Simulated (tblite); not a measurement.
Species: C₄H₆BNP (doublet state).
Numbering: `[PH2:1][BH:2][n:3]1[cH:4][c:5][cH:6][cH:7]1` (hydrogens: H8, H9 on P1; H10 on B2; H11 on C4; H12 on C6; H13 on C7)
Bond orders are those of one Lewis drawing.

Computed with GFN2-xTB (tblite), gas phase: L-BFGS steps from a force-field or distance-geometry start until the largest atomic force falls under 0.01 eV/Å.

Geometry at step 4:
```
atom  x, y, z in Å
P1      2.4999    0.8399   -0.3250
B2      1.1939   -0.5787   -0.2205
N3     -0.2026   -0.3480   -0.1970
C4     -1.1977   -1.3337   -0.1004
C5     -2.3892   -0.7204   -0.0975
C6     -2.2251    0.6789   -0.1934
C7     -0.8814    0.8660   -0.2515
H8      3.6199    0.0977    0.0012
H9      2.2865    1.3172    0.9442
H10     1.6308   -1.6669   -0.1775
H11    -0.9753   -2.3784   -0.0408
H12    -2.9999    1.4239   -0.2152
H13    -0.3641    1.8030   -0.3231
```

Question: What forces act on the atoms?

Answer: 
```json
{"atom": "P1", "Fx (eV/Å)": "-0.420", "Fy (eV/Å)": "-0.041", "Fz (eV/Å)": "-0.387"}
{"atom": "B2", "Fx (eV/Å)": "0.109", "Fy (eV/Å)": "0.127", "Fz (eV/Å)": "0.109"}
{"atom": "N3", "Fx (eV/Å)": "0.111", "Fy (eV/Å)": "0.047", "Fz (eV/Å)": "0.040"}
{"atom": "C4", "Fx (eV/Å)": "0.039", "Fy (eV/Å)": "-0.108", "Fz (eV/Å)": "-0.003"}
{"atom": "C5", "Fx (eV/Å)": "-0.111", "Fy (eV/Å)": "-0.038", "Fz (eV/Å)": "-0.016"}
{"atom": "C6", "Fx (eV/Å)": "-0.081", "Fy (eV/Å)": "-0.013", "Fz (eV/Å)": "0.015"}
{"atom": "C7", "Fx (eV/Å)": "0.115", "Fy (eV/Å)": "0.124", "Fz (eV/Å)": "0.012"}
{"atom": "H8", "Fx (eV/Å)": "-0.077", "Fy (eV/Å)": "-0.044", "Fz (eV/Å)": "0.153"}
{"atom": "H9", "Fx (eV/Å)": "0.038", "Fy (eV/Å)": "0.081", "Fz (eV/Å)": "0.218"}
{"atom": "H10", "Fx (eV/Å)": "-0.286", "Fy (eV/Å)": "-0.056", "Fz (eV/Å)": "-0.101"}
{"atom": "H11", "Fx (eV/Å)": "0.185", "Fy (eV/Å)": "0.029", "Fz (eV/Å)": "-0.010"}
{"atom": "H12", "Fx (eV/Å)": "0.148", "Fy (eV/Å)": "-0.078", "Fz (eV/Å)": "0.001"}
{"atom": "H13", "Fx (eV/Å)": "0.232", "Fy (eV/Å)": "-0.031", "Fz (eV/Å)": "-0.031"}
```

The largest, 0.57 eV/Å, acts on P1; the rms over all components is 0.138 eV/Å. The forces sum to zero within rounding, as they must for an isolated molecule in no field.

Question: Give the force on P1 in Eh/bohr and in nN.

Answer: 0.573 eV/Å ÷ 51.422 = 0.01113 Eh/bohr, and 0.573 eV/Å × 1.602 = 0.92 nN.

Question: How far is this geometry from the end of the optimisation?

Answer: 0.081 eV above it, and 0.188 Å rms away after alignment. The bonds farthest from their final lengths, with half the difference of the two atoms' forces along the bond (positive lengthens):

```csv
bond,now (Å),final (Å),force along bond (eV/Å)
P1–B2,1.931,1.896,-0.23
P1–H9,1.373,1.382,+0.27
B2–N3,1.416,1.408,-0.01
N3–C7,1.392,1.386,+0.03
N3–C4,1.404,1.399,+0.08
C6–H12,1.075,1.071,-0.10
```

The angle farthest from its final value is P1–B2–H10, 115.6° against 119.9°.

What follows is the cost of the whole relaxation. The run took 0.32 s of wall time on Arm Neoverse V1, one thread, shared host with 32 logical CPUs at a one-minute load of 16.
